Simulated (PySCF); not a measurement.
# Simulated absorption spectrum

H10O2Si4.
Bonds: O1–Si2, Si2–O3, Si2–Si4, Si2–Si5, Si5–Si6. Hydrogens: H7 on O1; H8 on O3; H9, H10, H11 on Si4; H12, H13 on Si5; H14, H15, H16 on Si6.

Computed with TDDFT CAM-B3LYP/def2-SVPD, vertical, gas phase, core orbitals frozen in the response (PySCF 2.14.0, density-fitted response routines). Isolated species at its GFN2-xTB geometry (one conformer only). Torsions of this conformer, `[OH:1][Si:2]([OH:3])([SiH3:4])[SiH2:5][SiH3:6]`: O1–Si2–Si5–Si6 73°, H–O1–Si2–O3 178°, H–O3–Si2–O1 34°.

Computed states:

```
state  E (eV)      f
   S1    5.45  0.239
   S2    5.74  0.017
   S3    6.66  0.175
   S4    6.99  0.016
   S5    7.04  0.036
   S6    7.21  0.348
   S7    7.43  0.017
   S8    7.52  0.055
```

Each state is given a Gaussian of 0.3 eV full width at half maximum, with ε(max) = 2.175×10⁸ f / Δν̃ (Δν̃ the width in cm⁻¹). The width is an assumption, not a result. The curve ends short of the highest state used, and states not computed would add to its high-energy end.

**Question.** Give the broadened spectrum and its maxima.

**Answer.** 
λ (nm), ε (L mol⁻¹ cm⁻¹) and a bar:
```
    179.2       7865 ###########
    180.5       7399 ##########
    181.7       8766 ############
    183.0      11434 ################
    184.2      13985 ####################
    185.5      15686 ######################
    186.7      15619 ######################
    188.0      13764 ###################
    189.2      10971 ###############
    190.5       7645 ###########
    191.7       4942 #######
    193.0       2769 ####
    194.2       1475 ##
    195.4        720 #
    196.7        301 
    197.9        124 
    199.2         44 
    200.4         18 
    201.7         14 
    202.9         23 
    204.2         51 
    205.4        101 
    206.7        195 
    207.9        328 
    209.2        535 #
    210.4        787 #
    211.7       1130 ##
    212.9       1524 ##
    214.1       2025 ###
    215.4       2766 ####
    216.6       3733 #####
    217.9       5218 #######
    219.1       7079 ##########
    220.4       9635 #############
    221.6      12376 #################
    222.9      15481 ######################
    224.1      18125 #########################
    225.4      20332 ############################
    226.6      21454 ##############################
    227.9      21492 ##############################
    229.1      20453 #############################
    230.4      18360 ##########################
    231.6      15830 ######################
    232.8      13042 ##################
    234.1      10061 ##############
    235.3       7573 ###########
    236.6       5314 #######
    237.8       3675 #####
    239.1       2360 ###
    240.3       1507 ##
    241.6        891 #
    242.8        528 #
    244.1        289 
    245.3        160 
    246.6         81 
    247.8         42
```

Maxima: 227 nm (5.46 eV), ε about 22000, made up of S1 (99%); 186 nm (6.66 eV), ε about 16000, made up of S3 (99%) (ε in L mol⁻¹ cm⁻¹; maxima over ε = 5, shares over 10%). At its high-energy end, 6.92 eV, the curve is still rising (ε about 7900, from S3, S4, S5 and S6).

**Question.** What would ε be at 5.46 eV, the highest of these maxima, with half the width (0.15 eV)?

**Answer.** About 42800 L mol⁻¹ cm⁻¹ against 21600, a factor of about 1.98; a lone state at its own centre would give exactly 2.

**Question.** Coming from long wavelengths, where does ε first pass 100 L mol⁻¹ cm⁻¹?

**Answer.** At about 246 nm (5.04 eV), 0.42 eV below S1.

**Question.** On this curve, what absorbance would a 10⁻⁴ mol/L sample give at 193 nm over a 1 cm path?

**Answer.** 193 nm is 6.424 eV, where ε is about 2800 L mol⁻¹ cm⁻¹, so A = ε c l ≈ 0.28 (Beer–Lambert, with the gas-phase spectrum and the assumed width).

The run took 57 s of wall time on an Arm Neoverse V2 with one thread, shared host with 96 logical CPUs at a one-minute load of 74, and the process peaked at 0.96 GiB of memory.
